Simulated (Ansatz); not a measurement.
Consider the silylene formation by 1,1-elimination: `N[SiH2][GaH2]` → `[GaH3]` + `N[SiH]`.

Isolated molecules relaxed with PBE0-D4/def2-TZVP in Ansatz; ΔE leaves out vibrations. CBS: MP2 limit from def2 TZ/QZ plus the TZ coupled-cluster correction, frozen cores. This one scheme is used for every species. Functionals use def2-TZVPP. HSE06 is defined as in plane-wave codes. For Ga outer-core shells are correlated without core-valence functions, which leaves a few kJ/mol of doubt a bond. Scalar relativity is left out up to krypton. One conformer a species, not always the lowest.

**Question.** Is it downhill or uphill in electronic energy at CCSD(T)/CBS, and by how much? (Estimate.)

**Answer.** Ansatz gave: Uphill: ΔE = +166.1 kJ/mol.

**Question.** What do these levels give: PBE-D4, r2SCAN-D4, HSE06-D4, HF/def2-TZVPP, SCS-MP2/def2-TZVPP, SCS-MP2/def2-QZVPP? (Estimate.)

**Answer.** The calculation gave: PBE-D4 167.1, r2SCAN-D4 177.2, HSE06-D4 177.1, HF/def2-TZVPP 148.1, SCS-MP2/def2-TZVPP 159.7, SCS-MP2/def2-QZVPP 164.0 kJ/mol.

Largest T1 diagnostic among the species: 0.015.

In def2-TZVPP, CCSD(T) changes the Hartree–Fock value by +9.9 kJ/mol (the triples alone add +1.2 kJ/mol) and MP2 by +21.3 kJ/mol. The D4 term adds +11.8 kJ/mol with B3LYP and +6.5 kJ/mol with PBE0; it sums over pairs of atoms, weighted by their polarisabilities, and B3LYP, whose exchange is more repulsive, gets the larger term.

B3LYP here is the variant with VWN-RPA as its local correlation; programs differ in this.
